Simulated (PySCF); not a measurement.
## `C=C([SiH3])CC(F)F`: 4 charge schemes on one density

Compound: C4H8F2Si.
Geometry (PBE0-D3(BJ)/def2-SVP, Å), atoms numbered from 1 in this order:
```
atom  x, y, z in Å
C1    -1.0884    1.3481    0.9688
C2    -0.5418    0.4213    0.1687
Si3   -1.4701   -1.2021   -0.1087
C4     0.7707    0.6844   -0.5209
C5     1.8517   -0.3128   -0.1816
F6     1.4744   -1.5558   -0.5805
F7     2.9874   -0.0041   -0.8424
H8    -0.5941    2.3098    1.1566
H9    -2.0536    1.1940    1.4614
H10   -0.8883   -2.3256    0.6838
H11   -2.8827   -0.9930    0.3324
H12   -1.4516   -1.5735   -1.5553
H13    0.6509    0.6427   -1.6179
H14    1.1502    1.6876   -0.2696
H15    2.0771   -0.3603    0.8986
```

Density: PBE0/pcSseg-1 (PySCF); schemes: Mulliken, IAO, Hirshfeld and ESP-fitted. The structure is a single PBE0-D3(BJ)/def2-SVP conformer in the gas phase; no vibrational or solvent corrections.

Problem. Which atoms carry the lowest charge in the Mulliken, IAO, Hirshfeld and ESP-fitted schemes?

Solution. The schemes don't all agree: Mulliken C2 (-0.557); IAO F6 (-0.304); Hirshfeld F7 (-0.102); ESP-fitted C1 (-0.450).

Problem. For which atoms does the sign change between the 4 schemes (beyond +0.03 e in one, beyond −0.03 e in another)?

Solution. For none.

Problem. Give the atomic charges in each scheme.

Solution. In e:

| atom | environment | Mulliken | IAO | Hirshfeld | ESP-fitted |
| --- | --- | --- | --- | --- | --- |
| C1 | terminal =CH2 carbon | -0.099 | -0.282 | -0.086 | -0.450 |
| C2 | fully substituted alkene carbon | -0.557 | -0.258 | -0.083 | -0.006 |
| Si3 | SiH3 silicon | +0.569 | +0.580 | +0.286 | +0.307 |
| C4 | allylic carbon | -0.197 | -0.288 | -0.089 | -0.289 |
| C5 | CHF2 carbon | +0.518 | +0.453 | +0.150 | +0.422 |
| F6 | fluorine of a CF2 group | -0.302 | -0.304 | -0.084 | -0.217 |
| F7 | fluorine of a CF2 group | -0.297 | -0.301 | -0.102 | -0.239 |
| H8 | vinylic hydrogen | +0.116 | +0.140 | +0.046 | +0.191 |
| H9 | vinylic hydrogen | +0.127 | +0.149 | +0.049 | +0.192 |
| H10 | Si–H hydrogen | -0.074 | -0.110 | -0.080 | -0.082 |
| H11 | Si–H hydrogen | -0.107 | -0.120 | -0.078 | -0.088 |
| H12 | Si–H hydrogen | -0.081 | -0.111 | -0.076 | -0.070 |
| H13 | methylene hydrogen | +0.153 | +0.160 | +0.048 | +0.144 |
| H14 | methylene hydrogen | +0.135 | +0.151 | +0.050 | +0.122 |
| H15 | methine hydrogen | +0.097 | +0.140 | +0.047 | +0.064 |

Mean size of the charges over all atoms: IAO 0.236 e, Mulliken 0.229 e, ESP-fitted 0.192 e, Hirshfeld 0.090 e. Each set sums to the total charge, 0, to within 0.001 e. The ESP scheme fits charges at the nuclei, held to the total charge, to the electrostatic potential on points at 1.4 to 2.0 times the van der Waals radii.

Problem. How closely do the schemes follow one another over all atoms?

Solution. Correlation coefficient and root-mean-square difference: IAO with Hirshfeld 0.97, 0.169 e; Mulliken with IAO 0.94, 0.097 e; IAO with ESP-fitted 0.91, 0.114 e; Mulliken with Hirshfeld 0.90, 0.195 e; Hirshfeld with ESP-fitted 0.84, 0.152 e; Mulliken with ESP-fitted 0.75, 0.189 e.

Problem. Sum the charges by element, for elements with more than one atom.

Solution. 
```tsv
element	atoms	Mulliken	IAO	Hirshfeld	ESP-fitted
C	4	-0.335	-0.375	-0.107	-0.322
F	2	-0.599	-0.605	-0.186	-0.456
H	8	+0.365	+0.401	+0.007	+0.471
```

Problem. How many electrons does the Mulliken scheme count on F6?

Solution. Z − q = 9 − (-0.302) = 9.302.
